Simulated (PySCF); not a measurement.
## Trend along the alkali metals: MP molecules

PBE with double-zeta basis sets in PySCF, for the lowest determinant that a PBE0 search found; no spin–orbit coupling. De refers to high-spin ground-configuration atoms. A positive dipole means M(−)P(+).

```tsv
M	basis	state (unpaired electrons)	Re (Å)	ωe (cm⁻¹)	De (eV)	μ (D)
Li	def2-SVPD	triplet (π ↑↑)	2.336	482	1.89	-6.12
Na	x2c-SVPall	triplet (π ↑↑)	2.683	264	1.40	-5.90
K	aug-pcseg-1	triplet (π ↑↑)	3.039	204	1.47	-8.46
Rb	def2-SVPD	triplet (π ↑↑)	3.210	171	1.34	-7.73
Cs	def2-SVP	triplet (π ↑↑)	3.357	159	1.34	-7.70
```

The shortest bond is that of LiP (2.336 Å), the longest that of CsP (3.357 Å).

The rows differ in basis set, which adds steps of its own.

Down a group the atoms grow and get heavier, so bonds lengthen and wavenumbers fall; this series shows no clear exception.

These are scalar-relativistic numbers at best; spin–orbit coupling would shift them, the dissociation energy most. States were picked by a PBE0 search and need not be the measured ground states.
